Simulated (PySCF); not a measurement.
A small calculation by hand: oscillator strength and radiative lifetime

1,3-thiazol-4-ylsilane (C₃H₅NSSi), SMILES c1([SiH3])ncsc1.

Geometry optimised at TPSSh-D3(BJ)/def2-SVP.

TDA-PBE/def2-SVPD (PySCF 2.14.0) puts the first singlet state with f over 0.02 at 5.45 eV (vertical), with the transition dipole (0.432, 0.201, 0.000) in atomic units.

Question: Find the oscillator strength, the wavelength and the radiative lifetime that this transition would have in vacuum if emission retraced absorption.

Answer: 
|μ|² = 0.2270 au, so |μ| = 1.21 D. ΔE = 5.45/27.211 = 0.2003 hartree. f = (2/3) ΔE |μ|² = 0.030 (the program prints 0.030).
λ = 1239.84/5.45 = 227 nm; ν = 43957 cm⁻¹.
Einstein's coefficient A = 0.6670 ν² f s⁻¹ (ν in cm⁻¹) = 3.9e7 s⁻¹, so τ = 1/A = 26 ns. This state is S2; the lower singlet has f = 0.000. The figure is the radiative limit of this one transition; relaxation, internal conversion, crossing to triplets and a medium change what is measured.
